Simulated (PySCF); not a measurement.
C₃H₉ClSi, charge +1, doublet, geometry from GFN2-xTB (a state made from the parent by changing its charge; the spin is typed, not shown lowest); CISD/STO-3G in PySCF.

PySCF was given this input:
```python
from pyscf import gto, scf, ci

mol = gto.M(
    atom='''
C    -1.063886    1.456908   -1.066976
Si   -0.132996    0.048359   -0.223467
C     1.259517   -0.764009   -1.353533
C    -1.175983   -1.615979   -0.088415
Cl    0.653755    0.466388    1.572636
H    -1.466815    1.169119   -2.036468
H    -1.900205    1.805717   -0.461111
H    -0.421941    2.322834   -1.228993
H     1.745849   -1.583797   -0.836290
H     0.828339   -1.111830   -2.284807
H     1.973250    0.030659   -1.545273
H    -1.507892   -1.929075   -1.071254
H    -2.030014   -1.369737    0.534218
H    -0.590351   -2.401031    0.377247
''',
    basis='sto-3g',
    charge=1,
    spin=1,
    verbose=4,
)

mf = scf.UHF(mol)
mf.kernel()

myci = ci.CISD(mf)
myci.kernel()
print('E(CISD) = %.10f' % myci.e_tot)
```

What does PySCF print? Leave out banner, timings and long lists.


```
PySCF version 2.14.0

[INPUT] verbose = 4
[INPUT] num. atoms = 14
[INPUT] num. electrons = 57
[INPUT] charge = 1
[INPUT] spin (= nelec alpha-beta = 2S) = 1
[INPUT] symmetry False subgroup None
[INPUT] Mole.unit = angstrom
[INPUT] Symbol           X                Y                Z      unit          X                Y                Z       unit  Magmom
[INPUT]  1 C     -1.063886000000   1.456908000000  -1.066976000000 AA   -2.010453167759   2.753157108688  -2.016292421484 Bohr   0.0
[INPUT]  2 Si    -0.132996000000   0.048359000000  -0.223467000000 AA   -0.251326015663   0.091385265658  -0.422291427878 Bohr   0.0
[INPUT]  3 C      1.259517000000  -0.764009000000  -1.353533000000 AA    2.380142179234  -1.443767766703  -2.557806670561 Bohr   0.0
[INPUT]  4 C     -1.175983000000  -1.615979000000  -0.088415000000 AA   -2.222285797144  -3.053757733049  -0.167080135303 Bohr   0.0
[INPUT]  5 Cl     0.653755000000   0.466388000000   1.572636000000 AA    1.235417902565   0.881345587784   2.971851333632 Bohr   0.0
[INPUT]  6 H     -1.466815000000   1.169119000000  -2.036468000000 AA   -2.771878625404   2.209314717025  -3.848366781441 Bohr   0.0
[INPUT]  7 H     -1.900205000000   1.805717000000  -0.461111000000 AA   -3.590867030529   3.412310588471  -0.871373503024 Bohr   0.0
[INPUT]  8 H     -0.421941000000   2.322834000000  -1.228993000000 AA   -0.797352930725   4.389520092828  -2.322460179008 Bohr   0.0
[INPUT]  9 H      1.745849000000  -1.583797000000  -0.836290000000 AA    3.299176464846  -2.992942566908  -1.580359060713 Bohr   0.0
[INPUT] 10 H      0.828339000000  -1.111830000000  -2.284807000000 AA    1.565333848296  -2.101054197075  -4.317659477489 Bohr   0.0
[INPUT] 11 H      1.973250000000   0.030659000000  -1.545273000000 AA    3.728902075298   0.057937113253  -2.920142757685 Bohr   0.0
[INPUT] 12 H     -1.507892000000  -1.929075000000  -1.071254000000 AA   -2.849502905423  -3.645423423745  -2.024376669845 Bohr   0.0
[INPUT] 13 H     -2.030014000000  -1.369737000000   0.534218000000 AA   -3.836170489033  -2.588427792683   1.009525710813 Bohr   0.0
[INPUT] 14 H     -0.590351000000  -2.401031000000   0.377247000000 AA   -1.115601707363  -4.537291006591   0.712893511314 Bohr   0.0

nuclear repulsion = 297.349496449398
number of shells = 28
number of NR pGTOs = 126
number of NR cGTOs = 42
basis = sto-3g
ecp = {}

******** <class 'pyscf.scf.uhf.UHF'> ********
method = UHF
initial guess = minao
damping factor = 0
level_shift factor = 0
DIIS = <class 'pyscf.scf.diis.CDIIS'>
diis_start_cycle = 1
diis_space = 8
diis_damp = 0
SCF conv_tol = 1e-09
SCF conv_tol_grad = None
SCF max_cycles = 50
direct_scf = True
direct_scf_tol = 1e-13
number electrons alpha = 29  beta = 28
Set gradient conv threshold to 3.16228e-05
init E= -857.573355650179

cycle= 1 E= -857.371640881367  delta_E= 0.202  |g|= 0.25  |ddm|= 2.87
cycle= 2 E= -857.437630320517  delta_E= -0.066  |g|= 0.0711  |ddm|= 0.624
cycle= 3 E= -857.442520630118  delta_E= -0.00489  |g|= 0.0254  |ddm|= 0.128
cycle= 4 E= -857.44369262675  delta_E= -0.00117  |g|= 0.0103  |ddm|= 0.0737
cycle= 5 E= -857.443930398801  delta_E= -0.000238  |g|= 0.00447  |ddm|= 0.0359
cycle= 6 E= -857.443981154268  delta_E= -5.08e-05  |g|= 0.00139  |ddm|= 0.0211
cycle= 7 E= -857.44398561108  delta_E= -4.46e-06  |g|= 0.000519  |ddm|= 0.0055
cycle= 8 E= -857.443986279993  delta_E= -6.69e-07  |g|= 0.000179  |ddm|= 0.00211
cycle= 9 E= -857.443986364965  delta_E= -8.5e-08  |g|= 6.28e-05  |ddm|= 0.000768
cycle= 10 E= -857.443986378408  delta_E= -1.34e-08  |g|= 2.87e-05  |ddm|= 0.000291
cycle= 11 E= -857.443986382146  delta_E= -3.74e-09  |g|= 1.31e-05  |ddm|= 0.000171
cycle= 12 E= -857.44398638307  delta_E= -9.24e-10  |g|= 4.19e-06  |ddm|= 0.000107
Extra cycle  E= -857.443986383117  delta_E= -4.66e-11  |g|= 2.71e-06  |ddm|= 1.22e-05
converged SCF energy = -857.443986383117  <S^2> = 0.78615009  2S+1 = 2.0358292

******** <class 'pyscf.ci.ucisd.UCISD'> ********
CISD nocc = (np.int64(29), np.int64(28)), nmo = (42, 42)
max_cycle = 50
direct = 0
conv_tol = 1e-09
max_cycle = 50
max_space = 12
lindep = 0
nroots = 1
Init t2, MP2 energy = -0.205918570215381
UCISD converged
E(UCISD) = -857.6844095746695  E_corr = -0.2404231915524528
E(CISD) = -857.6844095747
```
